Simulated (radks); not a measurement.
Ionisation ladder of palladium, from Pd XVIII to Pd XXIX. Each ion is in the ground configuration listed by NIST, and IE = E(next ion) - E(this ion). All-electron calculation, scalar-relativistic Kohn-Sham, PBEsol, spin-unpolarised, spherical densities, finite nucleus; Fermi nuclear charge, rms radius 4.5318 fm. Program: a radial shooting solver on a logarithmic mesh with Libxc functionals.

[
 {"species": "Pd XVIII", "configuration": "[Ar] 3d10 4s1", "E (hartree)": "-4932.02257", "IE, Delta-SCF (eV)": "458.95", "-e(HOMO) (eV)": "445.57", "HOMO": "4s", "<r> HOMO (bohr)": "0.814", "IE, NIST (eV)": "457.5", "kind": "semi-emp.", "error (eV)": "+1.4"},
 {"species": "Pd XIX", "configuration": "[Ar] 3d10", "E (hartree)": "-4915.15651", "IE, Delta-SCF (eV)": "813.11", "-e(HOMO) (eV)": "782.48", "HOMO": "3d", "<r> HOMO (bohr)": "0.347", "IE, NIST (eV)": "810", "kind": "theory", "error (eV)": "+3.1"},
 {"species": "Pd XX", "configuration": "[Ar] 3d9", "E (hartree)": "-4885.27532", "IE, Delta-SCF (eV)": "875.87", "-e(HOMO) (eV)": "844.44", "HOMO": "3d", "<r> HOMO (bohr)": "0.341", "IE, NIST (eV)": "869", "kind": "theory", "error (eV)": "+6.9"},
 {"species": "Pd XXI", "configuration": "[Ar] 3d8", "E (hartree)": "-4853.08779", "IE, Delta-SCF (eV)": "940.24", "-e(HOMO) (eV)": "908.02", "HOMO": "3d", "<r> HOMO (bohr)": "0.336", "IE, NIST (eV)": "933", "kind": "theory", "error (eV)": "+7.2"},
 {"species": "Pd XXII", "configuration": "[Ar] 3d7", "E (hartree)": "-4818.53458", "IE, Delta-SCF (eV)": "1006.2", "-e(HOMO) (eV)": "973.21", "HOMO": "3d", "<r> HOMO (bohr)": "0.331", "IE, NIST (eV)": "1000", "kind": "theory", "error (eV)": "+6.2"},
 {"species": "Pd XXIII", "configuration": "[Ar] 3d6", "E (hartree)": "-4781.55727", "IE, Delta-SCF (eV)": "1073.7", "-e(HOMO) (eV)": "1040.0", "HOMO": "3d", "<r> HOMO (bohr)": "0.326", "IE, NIST (eV)": "1065", "kind": "theory", "error (eV)": "+8.7"},
 {"species": "Pd XXIV", "configuration": "[Ar] 3d5", "E (hartree)": "-4742.09838", "IE, Delta-SCF (eV)": "1142.8", "-e(HOMO) (eV)": "1108.3", "HOMO": "3d", "<r> HOMO (bohr)": "0.321", "IE, NIST (eV)": "1145", "kind": "theory", "error (eV)": "-2.2"},
 {"species": "Pd XXV", "configuration": "[Ar] 3d4", "E (hartree)": "-4700.10139", "IE, Delta-SCF (eV)": "1213.4", "-e(HOMO) (eV)": "1178.1", "HOMO": "3d", "<r> HOMO (bohr)": "0.316", "IE, NIST (eV)": "1218", "kind": "theory", "error (eV)": "-4.6"},
 {"species": "Pd XXVI", "configuration": "[Ar] 3d3", "E (hartree)": "-4655.51080", "IE, Delta-SCF (eV)": "1285.4", "-e(HOMO) (eV)": "1249.5", "HOMO": "3d", "<r> HOMO (bohr)": "0.312", "IE, NIST (eV)": "1290", "kind": "theory", "error (eV)": "-4.6"},
 {"species": "Pd XXVII", "configuration": "[Ar] 3d2", "E (hartree)": "-4608.27225", "IE, Delta-SCF (eV)": "1358.9", "-e(HOMO) (eV)": "1322.2", "HOMO": "3d", "<r> HOMO (bohr)": "0.307", "IE, NIST (eV)": "1366", "kind": "theory", "error (eV)": "-7.1"},
 {"species": "Pd XXVIII", "configuration": "[Ar] 3d1", "E (hartree)": "-4558.33269", "IE, Delta-SCF (eV)": "1433.8", "-e(HOMO) (eV)": "1396.5", "HOMO": "3d", "<r> HOMO (bohr)": "0.303", "IE, NIST (eV)": "1438", "kind": "theory", "error (eV)": "-4.2"},
 {"species": "Pd XXIX", "configuration": "[Ar]", "E (hartree)": "-4505.64058", "IE, Delta-SCF (eV)": "1658.9", "-e(HOMO) (eV)": "1625.3", "HOMO": "3p", "<r> HOMO (bohr)": "0.335", "IE, NIST (eV)": "1644", "kind": "semi-emp.", "error (eV)": "+14.9"}
]

Reference values: NIST Atomic Spectra Database (exp. = measured, semi-emp. = semi-empirical, theory = theoretical value adopted there). The ionisation energy per charge of the ion left behind rises most, in proportion, at Pd XIX ([Ar] 3d10), from 25.497 to 42.795 eV. Spin polarisation and multiplet splitting are left out, so open shells lie too high by an amount that depends on their filling.

Beside tabulated values, note that spin-unpolarised runs miss the spin-polarisation part of the exchange energy of open shells.
